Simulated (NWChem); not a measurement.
AlH$_{3}$SO; SMILES [SH][AlH][OH]

```xyz
6

Al    -0.4720    -0.5887     0.0000
H     -1.9946    -1.0072     0.0000
O      0.8135    -1.7034     0.0000
H      0.7470    -2.6593     0.0000
S      0.0997     1.5134     0.0000
H      1.4197     1.2183     0.0000
```
Atoms are numbered in this order, from 1.

All runs use the structure optimised with PBE0/def2-SVP.

Problem. Give the principal values of the shielding tensors (ppm) of Al1, O3, S5 from BHandHLYP/pcSseg-1, GIAO (NWChem), with their diamagnetic and paramagnetic parts as GIAO splits them.

Solution. 
```csv
atom,σ11,σ22,σ33,isotropic,diamagnetic,paramagnetic
Al1,352.3,371.5,452.2,392.0,794.7,-402.7
O3,226.0,300.8,320.7,282.5,390.4,-107.8
S5,609.6,725.2,871.9,735.6,1058.0,-322.5
```
